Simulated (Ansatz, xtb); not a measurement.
AlH5O3Si: where a starting geometry ends

The starting geometry of this gas-phase singlet was built from a drawn formula by distance geometry and a force field; its bonds are those of `O[Si](O)(O)[AlH2]`.

```yaml
atoms:
  - { symbol: Al, position_ang: [0.4269, 0.0537, -0.0272] }
  - { symbol: O, position_ang: [0.2701, 3.3024, 0.6452] }
  - { symbol: O, position_ang: [2.4447, 1.9840, 1.7240] }
  - { symbol: O, position_ang: [-0.0668, 1.6010, 2.9015] }
  - { symbol: Si, position_ang: [0.7782, 1.8406, 1.4306] }
  - { symbol: H, position_ang: [-0.7237, 3.1125, 0.5316] }
  - { symbol: H, position_ang: [2.5523, 2.7977, 2.3433] }
  - { symbol: H, position_ang: [-1.0008, 1.5129, 2.6222] }
  - { symbol: H, position_ang: [1.1238, 0.0006, -1.4699] }
  - { symbol: H, position_ang: [-0.5325, -1.2488, 0.4455] }
```

**Question.** Where would you expect an optimisation with r2SCAN-D4/def2-SVP to take it?

**Answer.** It keeps its bonds, and is `O[Si](O)(O)[AlH2]`.

The energy falls by 0.69 eV over 27 steps:

| step | E − E(last) (eV) |
| --- | --- |
| 1 | 0.694 |
| 4 | 0.115 |
| 7 | 0.069 |
| 10 | 0.028 |
| 13 | 0.009 |
| 15 | 0.005 |
| 18 | 0.001 |
| 21 | 0.000 |
| 24 | 0.000 |
| 27 | 0.000 |

Final geometry (Å):

```yaml
atoms:
  - { symbol: Al, position_ang: [0.4797, -0.1120, -0.1023] }
  - { symbol: O, position_ang: [0.3807, 3.3512, 0.5317] }
  - { symbol: O, position_ang: [2.1353, 1.8195, 1.9060] }
  - { symbol: O, position_ang: [-0.5847, 1.9619, 2.5099] }
  - { symbol: Si, position_ang: [0.5812, 1.8895, 1.3069] }
  - { symbol: H, position_ang: [-0.4277, 3.8190, 0.7769] }
  - { symbol: H, position_ang: [2.4913, 2.6414, 2.2719] }
  - { symbol: H, position_ang: [-0.6787, 1.1750, 3.0602] }
  - { symbol: H, position_ang: [0.9041, -0.0899, -1.6373] }
  - { symbol: H, position_ang: [-0.0089, -1.4990, 0.5230] }
```

From the same start GFN2-xTB ends elsewhere, differing in Al1–O3 (1.65 against 3.24 Å here), O3–Si5 (3.19 against 1.67 Å here).

No frequencies were run, so the end isn't proven a minimum. Run with Ansatz 0.2.0, 70 s on 2 threads of Arm Neoverse V1, on a shared host.
